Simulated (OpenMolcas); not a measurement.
## CuF⁺ at 1.689 Å: OpenMolcas input and output

Input (each module block was a call of its own in one work directory; start orbitals came from a preliminary run):

```
&GATEWAY
Coord
2
angstrom
Cu 0.0 0.0 0.0
F 0.0 0.0 1.6890
Basis=ANO-RCC-VTZP
Group=XY
RX2C
AMFI
ANGMom
0.0 0.0 0.0
RICD
&SEWARD
&GUESSORB
&RASSCF
FileOrb=$CurrDir/o21.orb
Symmetry=1
Spin=2
nActEl=15 0 0
Inactive=7 4
RAS2=5 4
CIRoot=7 7 1
Linear
Iterations=120 100
OrbListing=Nothing
PRWF=0.15
>>COPY $Project.RasOrb $CurrDir/o21.orb
>>COPY $Project.rasscf.h5 $CurrDir/r21.h5
&CASPT2
XMultistate=all
Imaginary=0.2
IPEA=0.25
MaxIter=40
>>COPY $Project.JobMix JOB001
```

```bash
pymolcas m.inp
```

RASSCF and CASPT2 output of these blocks, in excerpt:

```
++    Wave function specifications:
      Number of closed shell electrons          22
      Number of electrons in active shells      15
      Number of inactive orbitals               11
      Number of active orbitals                  9
      Number of secondary orbitals              69
      Spin quantum number                      0.5
      State symmetry                             1
++    Orbital specifications:
      Symmetry species                           1   2
                                                 a   b
      Frozen orbitals                            0   0
      Inactive orbitals                          7   4
      Active orbitals                            5   4
      RAS2 orbitals                              5   4
      Secondary orbitals                        35  34
      Number of basis functions                 47  42
      printout of CI-coefficients larger than  0.15 for root  1
      energy=   -1752.420305
      conf/sym  11111 2222     Coeff  Weight
            94  0222u 2222  -0.93127 0.86727
           109  022u2 2222  -0.25522 0.06514
      printout of CI-coefficients larger than  0.15 for root  2
      energy=   -1752.391734
      conf/sym  11111 2222     Coeff  Weight
           100  uu22d 2222  -0.16961 0.02877
           112  uu2d2 2222   0.20374 0.04151
           120  0u222 2222   0.94308 0.88940
      printout of CI-coefficients larger than  0.15 for root  3
      energy=   -1752.391734
      conf/sym  11111 2222     Coeff  Weight
            99  u2u2d 2222   0.16961 0.02877
           111  u2ud2 2222  -0.20374 0.04151
           117  02u22 2222  -0.94308 0.88940
      printout of CI-coefficients larger than  0.15 for root  4
      energy=   -1752.304381
      conf/sym  11111 2222     Coeff  Weight
            66  u2222 22du   0.27228 0.07413
            69  u2222 22ud   0.47160 0.22240
            78  u2222 du22  -0.38948 0.15169
            79  u2222 ud22  -0.67460 0.45508
      printout of CI-coefficients larger than  0.15 for root  5
      energy=   -1752.304381
      conf/sym  11111 2222     Coeff  Weight
            65  u2222 2220   0.38506 0.14827
            72  u2222 2202  -0.38506 0.14827
            77  u2222 2022  -0.55081 0.30339
            80  u2222 0222   0.55081 0.30339
      printout of CI-coefficients larger than  0.15 for root  6
      energy=   -1752.300230
      conf/sym  11111 2222     Coeff  Weight
            66  u2222 22du   0.42738 0.18266
            69  u2222 22ud  -0.24675 0.06089
            71  u2222 u22d   0.20910 0.04372
            75  u2222 2ud2  -0.20910 0.04372
            78  u2222 du22  -0.66049 0.43625
            79  u2222 ud22   0.38134 0.14542
      printout of CI-coefficients larger than  0.15 for root  7
      energy=   -1752.300205
      conf/sym  11111 2222     Coeff  Weight
            65  u2222 2220  -0.39618 0.15696
            72  u2222 2202  -0.39618 0.15696
            77  u2222 2022   0.54157 0.29330
            80  u2222 0222   0.54157 0.29330
      Natural orbitals and occupation numbers for root  1
      sym 1:   0.057150   1.999880   1.999880   1.938878   1.005024
      sym 2:   1.999623   1.999623   1.999971   1.999971
      Natural orbitals and occupation numbers for root  2
      sym 1:   0.077345   1.000131   1.999978   1.923586   1.999492
      sym 2:   1.999776   1.999776   1.999959   1.999959
      Natural orbitals and occupation numbers for root  3
      sym 1:   0.077345   1.999978   1.000131   1.923586   1.999492
      sym 2:   1.999776   1.999776   1.999959   1.999959
      Natural orbitals and occupation numbers for root  4
      sym 1:   1.000521   1.999925   1.996021   1.999797   1.995836
      sym 2:   1.337749   1.337749   1.666202   1.666202
      Natural orbitals and occupation numbers for root  5
      sym 1:   1.000521   1.996021   1.999925   1.999797   1.995836
      sym 2:   1.337748   1.337749   1.666202   1.666202
      Natural orbitals and occupation numbers for root  6
      sym 1:   1.001130   1.999622   1.999622   1.998996   1.999977
      sym 2:   1.325626   1.325626   1.674700   1.674700
      Natural orbitals and occupation numbers for root  7
      sym 1:   0.996448   1.999507   1.999507   1.983025   1.967420
      sym 2:   1.372335   1.372335   1.654712   1.654712
      RASSCF energy for state  7                  -1752.30020512
::    RASSCF root number  1 Total energy:  -1752.42030497
::    RASSCF root number  2 Total energy:  -1752.39173413
::    RASSCF root number  3 Total energy:  -1752.39173413
::    RASSCF root number  4 Total energy:  -1752.30438098
::    RASSCF root number  5 Total energy:  -1752.30438098
::    RASSCF root number  6 Total energy:  -1752.30022986
::    RASSCF root number  7 Total energy:  -1752.30020512
      Von Neumann Entropy (Root   1) =  0.68961
++    Wave function specifications:
      Number of closed shell electrons           8
      Number of electrons in active shells      15
      Number of inactive orbitals                4
      Number of active orbitals                  9
      Number of secondary orbitals              69
      Spin quantum number                      0.5
      State symmetry                             1
      Number of CSFs                           120
      Number of CASSCF root(s) available         7
      CASPT2 state passed to geometry opt.       7
      A file JOBMIX will be created
      This is a MULTI-STATE CASSCF reference
      Number of CI roots used                    7
      These are:                                 1   2   3   4   5   6   7
      Off-diagonal elements of Heff are computed
  FINAL CASPT2 RESULT:
      Reference energy:       -1752.4203049691
      E2 (Non-variational):      -0.9956275856
      Shift correction:          -0.0022151500
      E2 (Variational):          -0.9978427356
      Total energy:           -1753.4181477047
      Reference weight:           0.86228
  FINAL CASPT2 RESULT:
      Reference energy:       -1752.3917341312
      E2 (Non-variational):      -0.9780644133
      Shift correction:          -0.0024006453
      E2 (Variational):          -0.9804650586
      Total energy:           -1753.3721991898
      Reference weight:           0.86359
  FINAL CASPT2 RESULT:
      Reference energy:       -1752.3917341311
      E2 (Non-variational):      -0.9780612738
      Shift correction:          -0.0024006162
      E2 (Variational):          -0.9804618900
      Total energy:           -1753.3721960211
      Reference weight:           0.86359
  FINAL CASPT2 RESULT:
      Reference energy:       -1752.3043809764
      E2 (Non-variational):      -0.9306396154
      Shift correction:          -0.0016985183
      E2 (Variational):          -0.9323381337
      Total energy:           -1753.2367191101
      Reference weight:           0.88023
  FINAL CASPT2 RESULT:
      Reference energy:       -1752.3043809764
      E2 (Non-variational):      -0.9307748869
      Shift correction:          -0.0017073472
      E2 (Variational):          -0.9324822341
      Total energy:           -1753.2368632105
      Reference weight:           0.88013
  FINAL CASPT2 RESULT:
      Reference energy:       -1752.3002298560
      E2 (Non-variational):      -0.9354286431
      Shift correction:          -0.0018916607
      E2 (Variational):          -0.9373203038
      Total energy:           -1753.2375501598
      Reference weight:           0.87748
  FINAL CASPT2 RESULT:
      Reference energy:       -1752.3002051158
      E2 (Non-variational):      -0.9288859053
      Shift correction:          -0.0016729417
      E2 (Variational):          -0.9305588470
      Total energy:           -1753.2307639628
      Reference weight:           0.88105
       Total XMS-CASPT2 energies:
::    XMS-CASPT2 Root  1     Total energy:  -1753.41827727
::    XMS-CASPT2 Root  2     Total energy:  -1753.37218948
::    XMS-CASPT2 Root  3     Total energy:  -1753.37218773
::    XMS-CASPT2 Root  4     Total energy:  -1753.23755016
::    XMS-CASPT2 Root  5     Total energy:  -1753.23687293
::    XMS-CASPT2 Root  6     Total energy:  -1753.23672739
::    XMS-CASPT2 Root  7     Total energy:  -1753.23063439
```

Only roots inside an energy window near the equilibrium distance were included, so the list of states is not complete; labels number the states computed. Each spin and symmetry block has orbitals of its own, averaged over its own roots, so gaps between blocks are less sure than gaps within one and near the minimum can be off by tenths of an eV, in bad cases by more. No Rydberg orbitals are active, so Rydberg states, and σ→σ* states whose orbital the CASSCF left unused, can be missing between those listed. CASPT2 splits the two components of degenerate states numerically, here by up to 32 cm⁻¹. For d and f metals this valence active space lacks a second d shell: the order of states is not reliable within half an eV or more, and the lowest computed state need not be the true ground state. The CASPT2 reference weights are uneven, so some states carry less reliable energies.
